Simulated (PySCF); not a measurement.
**Working out the ionisation energy of Nb⁺**

Nb⁺ [Kr] 4d4 (5D) → Nb²⁺ [Kr] 4d3 (4F). Calculation: PySCF 2.14, in aug-cc-pVDZ-PP with ECP28MDF (5s5p4d2f, 54 functions); a scalar-relativistic core potential. Frozen: 4s2 4p6. Energies in hartree (1 hartree = 27.21139 eV):

```tsv
part	Nb⁺ (lower)	Nb²⁺ (upper)
UHF	-55.927002	-55.445827
MP2 opposite-spin	0.000000	0.000000
MP2 same-spin	-0.026527	-0.010066
```

Q: What does Hartree-Fock give?

A: (-55.445827) − (-55.927002) = 0.481175 hartree = 13.093 eV.

Q: What do MP2 and SCS-MP2 (6/5 opposite-spin, 1/3 same-spin) give?

A: The opposite-spin parts differ by 0.000 eV and the same-spin parts by 0.448 eV. MP2: 13.093 + (0.000) + (0.448) = 13.541 eV. SCS-MP2: 13.093 + 1.2 × (0.000) + (0.448)/3 = 13.242 eV.

Reference: 14.32 eV (semi-empirical (NIST evaluation); NIST Atomic Spectra Database, ionization energies), between the lowest levels; spin-orbit coupling is absent from the calculation.

A double-zeta basis recovers only part of the correlation energy.

What remains against the reference includes basis incompleteness, the frozen core and correlation beyond second order.
